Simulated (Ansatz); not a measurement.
```yaml
atoms:
  - { symbol: C, position_ang: [-0.0144, -0.0466, -0.6295] }
  - { symbol: F, position_ang: [-0.0296, -0.0257, 0.7758] }
  - { symbol: H, position_ang: [0.0243, -1.0750, -0.9768] }
  - { symbol: H, position_ang: [-0.9243, 0.5199, -1.0386] }
  - { symbol: H, position_ang: [0.9044, 0.4687, -1.0010] }
```

Basis set: def2-TZVP (spherical functions). Frozen core: 2 orbitals. Charge 0, multiplicity 1.

Computed with Ansatz (development build ahead of 0.2.0); each method stands on the lowest determinant of its kind that the runs found. Restricted open shells among the atoms or ions are ROHF, correlated in semicanonical orbitals with singles. Restricted functionals stand beside restricted open-shell atoms, which can lie above the unrestricted atoms usual in DFT and then raise those values.

The atomization energy at this shape (free ground-state atoms in the same class of orbitals less the molecule, no zero-point energy) of singlet CH₃F:

| method | atomization energy |
| --- | --- |
| PBE0 (restricted) | 18.23 eV |
| RHF | 13.65 eV |

(1) What does RHF-MP2 give?

Answers

(1) 17.80 eV.
